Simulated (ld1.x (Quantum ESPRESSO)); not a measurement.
## Varying the TM potential for antimony (Sb)

Base potential:

antimony, norm-conserving Troullier–Martins (Kleinman–Bylander form), made with ld1.x (Quantum ESPRESSO) 7.5 (PBE, scalar-relativistic). Core [Ar] 3d10, reference 4s2 4p6 4d10 5s1.5 5p3.5. Waves: 4s (bound): rc 1.15 bohr; 4p (bound): rc 1.15 bohr; 4d (bound): rc 1.40 bohr. Local part: the d channel. Core correction: full core density, not smoothed (it rises at the typed radius of 1.05 bohr, so ld1.x skipped the fit).

Occupied shells without a wave of their own: 5p, 5s. They enter only through the test configuration that unscreens the potential, and ld1.x also counts them in the model core charge.

Cutoffs, loose and tight: the cutoffs (Ry, on a coarse ladder) from which the occupation-weighted sum of valence levels, in a spherical-Bessel basis at the reference potential, stays within 10 and 1 mRy of its value at 400 Ry. They do not see the model core or the augmentation charge, which bear on the density cutoff. Test errors are all-electron minus pseudo excitation energies from the reference, over the configurations 4s2 4p6 4d10 5s2 5p3; 4s2 4p6 4d10 5s2 5p2; 4s2 4p6 4d10 5s2 5p1; 4s2 4p6 4d10 5s0 5p5; 4s2 4p5 4d10 5s2 5p3; 4s2 4p6 4d9 5s2 5p3; 4s2 4p6 4d10 5s2 5p3.3. A dash means not determined; rows that change the core or the reference have their own tests.

With those shells counted twice in exchange and correlation these files are broken, and their errors move erratically; no question is asked of them.

```tsv
change	outcome	cutoff, loose	cutoff, tight	bound ghosts	largest test error (meV)
base	generated, misses its reference levels by 1.21 eV	140 Ry	200 Ry	none	-1917
core correction none	generated, misses its reference levels by 1.21 eV	140 Ry	200 Ry	none	-1842
core correction a·sin(br)/r model core inside 0.52 bohr	generated, misses its reference levels by 1.21 eV	140 Ry	200 Ry	none	-1915
core correction a·sin(br)/r model core inside 0.68 bohr	generated, misses its reference levels by 1.21 eV	140 Ry	200 Ry	none	-1910
core correction a·sin(br)/r model core inside 0.78 bohr	generated, misses its reference levels by 1.21 eV	140 Ry	200 Ry	none	-1900
core correction a·sin(br)/r model core inside 0.94 bohr	generated, misses its reference levels by 1.21 eV	140 Ry	200 Ry	none	-1877
core correction full core density, not smoothed (it rises at the typed radius of 1.08 bohr, so ld1.x skipped the fit)	generated, misses its reference levels by 1.21 eV	140 Ry	200 Ry	none	-1917
core correction full core density, not smoothed (it rises at the typed radius of 1.20 bohr, so ld1.x skipped the fit)	generated, misses its reference levels by 1.21 eV	140 Ry	200 Ry	none	-1917
core correction full core density, not smoothed (it rises at the typed radius of 1.40 bohr, so ld1.x skipped the fit)	generated, misses its reference levels by 1.21 eV	140 Ry	200 Ry	none	-1917
```
